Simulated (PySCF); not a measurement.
Hf(Cl)2(Me)2 (C2H6Cl2Hf), SMILES [CH3][Hf]([CH3])([Cl])[Cl], multiplicity 1. The structure is a stationary point at PBE-D3(BJ)/def2-SVP. The spin state was assumed, not searched. The def2 effective core potentials stand for the cores of Hf; spin–orbit coupling is left out.

### Question
Give the equilibrium geometry at PBE-D3(BJ)/def2-SVP (PySCF confirms it by a frequency run) as Cartesian coordinates in Å, and its point group. (The exact figures need the calculation; the answer reports its results.)

### Answer
point group C2v.
```xyz
11

Hf     0.0000     0.0000     0.1106
Cl    -2.0493     0.0000    -1.0666
Cl     2.0493     0.0000    -1.0666
C      0.0000     1.7072     1.4865
H     -0.8998     1.6837     2.1415
H      0.8998     1.6837     2.1415
H      0.0000     2.6813     0.9488
C      0.0000    -1.7072     1.4865
H      0.0000    -2.6813     0.9488
H      0.8998    -1.6837     2.1415
H     -0.8998    -1.6837     2.1415
```
